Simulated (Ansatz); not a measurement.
Cd₇H₂₀S₇, relaxed as a singlet with RKS PBE-D4/def2-SVP in Ansatz, starting from the GFN1-xTB geometry. Force threshold 0.03 eV/Å.

In the def2 sets Cd takes a core potential; there is no spin–orbit coupling. Single mean-field runs in def2-SVP are fitted with def2-universal-jkfit. In the singlet geometry the species has come apart into loosely held pieces. In the singlet, H24 and H25 lie 0.77 Å apart, H30 and H33 lie 0.77 Å apart (atoms count from 1), so H2 has formed as a molecule.

Start:

```xyz
34

Cd    1.296   -1.562   -4.750
S    -0.792   -2.804   -2.927
S     1.393    0.098   -2.355
Cd   -0.657    1.639   -2.287
Cd   -1.778   -2.157   -0.150
S    -2.118    0.336   -0.647
S     0.130    3.277    0.042
Cd   -3.351    1.546    1.709
Cd    2.597   -1.170   -0.477
S     0.575   -1.989    0.846
S     2.732    1.029    1.490
Cd    0.850    2.789    2.798
Cd    0.287   -1.596    3.732
S    -0.795    0.994    2.977
H     0.247   -0.714   -5.714
H     2.503   -2.663   -4.456
H    -1.880   -2.944   -3.653
H    -0.540   -4.095   -2.905
H     2.330    0.976   -2.679
H    -1.098    2.742   -3.404
H    -2.902   -3.313    0.072
H    -3.199    0.212   -1.399
H     0.109    4.564   -0.238
H    -1.142    3.251    0.387
H    -3.132    3.165    1.281
H    -4.321    0.340    2.288
H     4.117   -1.757   -0.504
H     0.850   -3.283    0.854
H     3.963    1.232    1.910
H     2.485    0.115    2.406
H     1.639    4.089    3.392
H    -1.065   -2.471    4.098
H     1.886   -1.167    4.069
H    -1.218    1.289    4.195
```

```
         step   energy (eV)  largest force component (eV/Å)  SCF passes
            1  -108067.8697                           1.714          17
            2  -108068.7718                           0.782          19
            3  -108068.9622                           0.663          19
            4  -108069.0258                           0.321          18
            5  -108069.0765                           0.163          18
            6  -108069.1384                           0.551          19
            7  -108069.2245                           0.289          19
            8  -108069.3691                           0.660          24
            9  -108069.5280                           1.088          22
           10  -108069.9593                           0.468          26
           11  -108070.1582                           0.722          20
           13  -108070.3002                           0.195          18
           15  -108070.3463                           0.086          18
           17  -108070.4335                           0.297          19
           19  -108070.5423                           0.230          18
           21  -108070.7500                           0.314          19
           23  -108070.9400                           0.337          19
           25  -108071.0123                           0.104          18
           27  -108071.0447                           0.138          18
           29  -108071.0658                           0.475          19
           31  -108071.0855                           0.101          18
33 (rejected)  -108071.0541                           0.580          19
           35  -108071.0956                           0.141          19
           36  -108071.0969                           0.015          20
```

Force components are those of the run's own axes.

End:

Cartesian coordinates in Å:
```
Cd 1.5073 -1.4531 -4.9045
S -0.7624 -2.8146 -3.0371
S 1.3543 0.1094 -2.2802
Cd -0.7199 1.6645 -2.3124
Cd -2.0926 -2.6848 -0.4059
S -2.2909 -0.1271 -0.8931
S -0.4431 2.7788 0.1769
Cd -2.7352 1.7147 1.0632
Cd 2.6291 -1.2189 -0.4603
S 0.3171 -2.3731 0.5435
S 2.2262 0.4761 1.6583
Cd 0.7589 2.5348 2.5712
Cd 0.7941 -1.3315 3.0179
S -1.1077 0.5574 2.8577
H 0.3871 -0.4731 -5.7203
H 2.6834 -2.5406 -4.3406
H -1.8156 -2.9677 -3.8894
H -0.4182 -4.1305 -3.1320
H 2.3023 1.0602 -2.5104
H -1.4761 2.6095 -3.5005
H -3.2400 -3.9184 -0.2440
H -3.5007 -0.0626 -1.5153
H -0.8033 4.0867 0.0583
H -2.8947 5.7340 0.7066
H -3.2694 5.0769 0.8467
H -4.2725 2.3561 1.3820
H 4.0509 -2.1430 -0.4450
H 0.6795 -3.6632 0.7866
H 3.3816 0.4768 2.3791
H 4.3663 -0.5286 4.7319
H 1.2357 3.7699 3.6277
H 1.1190 -2.3015 4.3707
H 3.7282 -0.9582 4.7258
H -1.6786 0.6848 4.0869
```

Bonds lost: S7–H24, Cd8–H25, S11–H30, Cd13–H33 (atoms count from 1). Bonds formed: S7–Cd8, S11–Cd13 (atoms count from 1). The end holds 3 separate pieces.

The force fell under the threshold at step 34, but the optimiser went on and released 0.002 eV more. No frequencies were taken in this run, so the end may be a saddle point.

It took 3 min on 2 threads of AMD EPYC 7R13 on a shared host and a share (18 GiB) of an NVIDIA H100 80GB HBM3, peak host memory 0.98 GiB.
